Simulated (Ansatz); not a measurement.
Species: HSO₃, charge 1, singlet. HSO3+ (SMILES O=S(=O)=[OH+]).
B3LYP-D3(BJ)/def2-TZVP minimum from Ansatz (a program for electronic structure):
```
S
O 1 1.4001
O 1 1.4053 2 132.00
O 1 1.5232 2 111.60 3 -180.00
H 4 0.9879 1 115.13 2 -180.00
```
Charge +1, spin multiplicity 1.

Total energies in cc-pV(D+d)Z, 24 correlated electrons, 8 frozen orbitals. Open shells are spin-unrestricted; no spin-orbit coupling. Correlated methods leave the cores frozen. No relativity.

```tsv
method	program	energy (Eh)	minus CCSDT(Q) (mEh)
HF	Ansatz	-622.27327	740.86
MP2	Ansatz	-622.98792	26.22
CCSD	Ansatz	-622.98333	30.80
CCSD(T)	Ansatz	-623.01000	4.14
CCSDT(Q)	Ansatz	-623.01413	0.00
```

Rough core times of Ansatz's runs on a shared machine: CCSD(T) under 20 s, CCSDT(Q) 6 min.
